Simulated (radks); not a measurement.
Task: These are the eigenvalues of the occupied orbitals of an atom or ion with whole-number occupations (hartree). Calculated with a radial shooting solver on a logarithmic mesh with Libxc functionals: scalar-relativistic Kohn-Sham, BLYP, spin-polarised, spherical densities, finite nucleus; Fermi nuclear charge, rms radius of each element as measured or else 0.836 A^(1/3) + 0.57 fm.

| orbital | eigenvalue |
|---|---|
| 1s | -567.8081 |
| 2s | -113.1328 |
| 2p | -105.7239 |

Which element is it, and in what charge state? The configuration may be excited. Open shells, if any, are filled with parallel spins first.

Result: Z = 36, krypton, charge +26: Kr26+ in [Ne]. The list shows which subshells hold electrons but not how many an open one holds; the 1s level, -567.81 hartree, gives Z - s = 33.7 by -(Z - s)^2/2, which with screening and relativity narrows Z to a few neighbours, and the depths of the outer levels then fix element, charge and occupations together.
